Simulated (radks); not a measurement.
Results of a calculation; reference values are marked as such.
Problem. Ionisation of Co, [Ar] 3d7 4s2, to Co+, [Ar] 3d8, under several functionals. Scalar-relativistic Kohn-Sham, spin-unpolarised, spherical densities, finite nucleus; a radial shooting solver on a logarithmic mesh with Libxc functionals. The NIST Atomic Spectra Database gives 7.881 eV (measured). Rank these functionals by the error of their Delta-SCF ionisation energy: PBEsol; SOGGA; exchange-only PBE; r2SCAN; MS2 meta-GGA; BLYP; exchange-only B88; AM05; LDA (Slater exchange, Perdew-Wang correlation); XLYP; BP86.

Solution. From best to worst: LDA (Slater exchange, Perdew-Wang correlation) 6.690 eV (-1.191); XLYP 6.670 eV (-1.211); BP86 6.662 eV (-1.219); BLYP 6.630 eV (-1.251); MS2 meta-GGA 6.426 eV (-1.455); PBEsol 6.423 eV (-1.458); AM05 6.322 eV (-1.559); SOGGA 6.293 eV (-1.588); exchange-only PBE 6.270 eV (-1.611); r2SCAN 6.197 eV (-1.684); exchange-only B88 6.176 eV (-1.706). Spin polarisation and multiplet splitting are left out, so open shells lie too high by an amount that depends on their filling.

Beside tabulated values, note that spin-unpolarised runs miss the spin-polarisation part of the exchange energy of open shells.
